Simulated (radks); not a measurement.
Numerical settings for neutral zirconium, [Kr] 4d2 5s2. Method: Dirac Kohn-Sham, PBE, spin-unpolarised, spherical densities, finite nucleus; open shells fill j = l - 1/2 first; Fermi nuclear charge, rms radius 4.2694 fm; computed with a radial shooting solver on a logarithmic mesh with Libxc functionals. The defaults (mesh step 0.008 in ln r, mesh end at 40 bohr or more with all orbitals vanishing there, Anderson mixing 0.5 over 9 steps, residual threshold near 1e-9 with the energy settled to 1e-9 hartree or 1e-11 of itself, here a cap of 90 iterations) give E = -3598.9198 hartree and 4d3/2 at -3.641 eV in 14 iterations. Run on one thread of a shared host, so times are rough (Arm Neoverse V2): 0.1 s of CPU time, 0.1 s wall, 14 iterations on 2437 mesh points. Changes against that run (0 stands for a change within the tolerance of the run):

mesh step in ln r 0.05: iterations 14; converged yes; E (mhartree) +0.0015; e(4d3/2) (meV) -0.00684; CPU (s) 0.02
mesh step in ln r 0.005: iterations 15; converged yes; E (mhartree) 0; e(4d3/2) (meV) 0; CPU (s) 0.17
mesh step in ln r 0.08: iterations 90; converged no; E (mhartree) diverged; CPU (s) 0.22
mesh end (bohr) 3: iterations 13; converged level above zero; E (mhartree) +3.11e+03; e(4d3/2) (meV) +2.11e+04; CPU (s) 0.07
mesh end (bohr) 5: iterations 14; converged level above zero; E (mhartree) +260; e(4d3/2) (meV) +3.97e+03; CPU (s) 0.08
residual threshold 0.1: iterations 8; converged yes; E (mhartree) 0; e(4d3/2) (meV) +0.215; CPU (s) 0.08
residual threshold 0.001: iterations 8; converged yes; E (mhartree) 0; e(4d3/2) (meV) +0.215; CPU (s) 0.08
mixing 0.2: iterations 18; converged yes; E (mhartree) 0; e(4d3/2) (meV) 0; CPU (s) 0.13
linear mixing, mixing 0.5: iterations 30; converged yes; E (mhartree) 0; e(4d3/2) (meV) 0; CPU (s) 0.17
linear mixing, mixing 0.8: iterations 61; converged yes; E (mhartree) 0; e(4d3/2) (meV) 0; CPU (s) 0.35
mixing history 3: iterations 16; converged yes; E (mhartree) 0; e(4d3/2) (meV) 0; CPU (s) 0.11
iteration cap 8: iterations 8; converged no; E (mhartree) 0; e(4d3/2) (meV) -0.161; CPU (s) 0.06

Settled on a wrong energy, with an occupied level pushed above zero by the early mesh end: mesh end (bohr) 3 (+3.11 hartree); mesh end (bohr) 5 (+0.26 hartree). Apart from these: no run marked as converged misses the energy by more than 1 mhartree. A mesh that ends early acts as a hard wall.
